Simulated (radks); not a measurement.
Excited configurations of Mo: one electron is placed in a higher orbital outside [Kr] 4d5. The ground configuration is [Kr] 4d5 5s1. Method: Dirac Kohn-Sham, PBEsol, spin-unpolarised, spherical densities, finite nucleus; open shells fill j = l - 1/2 first; Fermi nuclear charge, rms radius 4.4091 fm; computed with a radial shooting solver on a logarithmic mesh with Libxc functionals. Excitation = E - E(ground); binding = E(ion) - E, where the ion is the core of charge +1; n* = 1/sqrt(2 binding) in atomic units, and the quantum defect is n - n*.

outer orbital  excitation (eV)  binding (eV)  quantum defect  eigenvalue (eV)  <r> (bohr)
5d3/2                    5.362         1.520           2.008           -0.714       10.85
5f5/2                    6.259         0.623           0.327           -0.360       29.57
6s1/2                    4.597         2.285           3.560           -1.349       9.373
6p1/2                    5.199         1.683           3.157           -0.962       11.95
6d3/2                    5.939         0.942           2.200           -0.533       20.49
7s1/2                    5.660         1.222           3.663           -0.757       17.84
7p1/2                    5.902         0.979           3.273           -0.605       21.52
7d3/2                    6.245         0.637           2.377           -0.393       32.49
7f5/2                    6.542         0.340           0.674           -0.223       62.26

The Delta-SCF ionisation energy is 6.882 eV (NIST Atomic Spectra Database: 7.092 eV, measured). Self-interaction in the functional shifts the binding energies and quantum defects, so they are the method's values and not measured ones. Spin polarisation and multiplet splitting are left out, so open shells lie too high by an amount that depends on their filling.

Beside tabulated values, note that spin-unpolarised runs miss the spin-polarisation part of the exchange energy of open shells.
